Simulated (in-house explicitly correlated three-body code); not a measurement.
The numbers below are computed, except where a source is named.
**Two electrons around a charge Z: functional-driven and density-driven errors**

The exact non-relativistic ground state comes from a variational code in 260 exponentially correlated functions, the Kohn-Sham parts from inverting its density (past Z = 6 the correlation energy is taken as exact minus Hartree-Fock, equal to within microhartrees), and self-consistent runs (Hartree-Fock is restricted) from a B-spline radial code. Z may be fractional; the second electron is bound down to Z = 0.911.

The total error of a self-consistent run is the error on the exact density (functional-driven) plus the energy gained by relaxing to the functional's own density (density-driven, never positive). «Unbound» marks a run whose level isn't bound or that didn't converge.

```tsv
Z	OLYP functional (mEh)	OLYP density (mEh)	revTPSS functional (mEh)	revTPSS density (mEh)	LDA PW92 functional (mEh)	LDA PW92 density (mEh)
0.915	-1.91	unbound	-2.51	unbound	+11.32	unbound
1.18	?	?	?	?	?	?
1.42	-2.56	-1.23	-7.27	-0.15	+35.60	-1.22
1.92	?	?	?	?	?	?
2.28	-2.10	-1.39	-8.36	-0.16	+89.47	-1.82
2.96	-0.35	-1.45	-8.57	-0.18	+136.9	-2.05
3.94	+2.97	-1.46	-8.63	-0.20	+209.4	-2.26
4.8	+6.21	-1.44	-8.61	-0.21	+275.5	-2.37
```

What belongs in the row Z = 1.92?

OLYP functional (mEh): -2.64; OLYP density (mEh): -1.33; revTPSS functional (mEh): -8.11; revTPSS density (mEh): -0.15; LDA PW92 functional (mEh): +65.80; LDA PW92 density (mEh): -1.63.

What belongs in the row Z = 1.18?

OLYP functional (mEh): -2.01; OLYP density (mEh): unbound; revTPSS functional (mEh): -6.30; revTPSS density (mEh): unbound; LDA PW92 functional (mEh): +22.80; LDA PW92 density (mEh): unbound.

Which part of the error is larger?

OLYP: functional-driven +6.21, density-driven -1.44 mEh at Z = 4.8; revTPSS: functional-driven -8.61, density-driven -0.21 mEh at Z = 4.8; LDA PW92: functional-driven +275.5, density-driven -2.37 mEh at Z = 4.8. The density-driven part is second order in the error of the density, so it stays small unless the second electron is loosely bound.
